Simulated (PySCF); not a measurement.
Gas-phase reaction: B₂O₂ + 2 BBr₃ ⇌ 2 B₂O + 3 Br₂

Energies from PySCF, thermal terms from the rigid-rotor harmonic-oscillator model, ideal gas at 1 bar. † marks an energy on the PBE0/def2-TZVP geometry and frequencies. MP2 freezes the core. All species are closed-shell singlets. B3LYP is the form with VWN-RPA correlation. Br: all electrons, no relativistic terms. MP2 isn't extrapolated to the basis-set limit. Strong static correlation: B₂O.

B3LYP/def2-TZVP† gives ΔH°(298 K) = 1293 kJ.

Question: What do MP2/def2-SVP†, MP2/def2-TZVPP†, PBE0/def2-SVP† give?

Answer: MP2/def2-SVP†: 1553 kJ; MP2/def2-TZVPP†: 1486 kJ; PBE0/def2-SVP†: 1463 kJ. For scale, ΔH°(298 K) is 1293 kJ at this level, 1303 kJ at ωB97M-V/def2-TZVP†, and runs from 1145 to 1553 kJ over the 20 levels computed.
